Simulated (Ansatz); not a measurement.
`[CH2]1[AlH][S]1` and `[CH2]1[S][GaH]1` differ in one element.

Ansatz, PBE0-D4/def2-TZVP geometries, multiplicity 1. 

Scalar relativity is left out up to krypton.

```
                                          property  `[CH2]1[AlH][S]1`
    size of the dipole moment (PBE/def2-TZVPP) / D               2.15
               HOMO–LUMO gap (PBE/def2-TZVPP) / eV               3.73
                LUMO energy (PBE0/def2-TZVPP) / eV              -1.32
size of the dipole moment (ωB97M-V/def2-TZVPP) / D               2.46
  size of the dipole moment (B3LYP/def2-TZVPP) / D               2.36
           HOMO–LUMO gap (ωB97M-V/def2-TZVPP) / eV               9.30
```

Problem. What does the change do to each property? (Estimate.)

Solution. The calculation gave: 
```tsv
property	`[CH2]1[S][GaH]1`	shift
size of the dipole moment (PBE/def2-TZVPP) / D	2.28	0.13
HOMO–LUMO gap (PBE/def2-TZVPP) / eV	3.48	-0.25
LUMO energy (PBE0/def2-TZVPP) / eV	-1.45	-0.13
size of the dipole moment (ωB97M-V/def2-TZVPP) / D	2.64	0.18
size of the dipole moment (B3LYP/def2-TZVPP) / D	2.48	0.12
HOMO–LUMO gap (ωB97M-V/def2-TZVPP) / eV	9.05	-0.25
```

With PBE0 the HOMO rises by 0.17 eV and the LUMO falls by 0.13 eV, so the gap narrows by about 0.30 eV. PBE moves the HOMO by 0.11 eV and ωB97M-V by 0.20 eV. Dipoles are sizes alone; their direction can turn.

B3LYP here is the variant with VWN-RPA as its local correlation; programs differ in this.
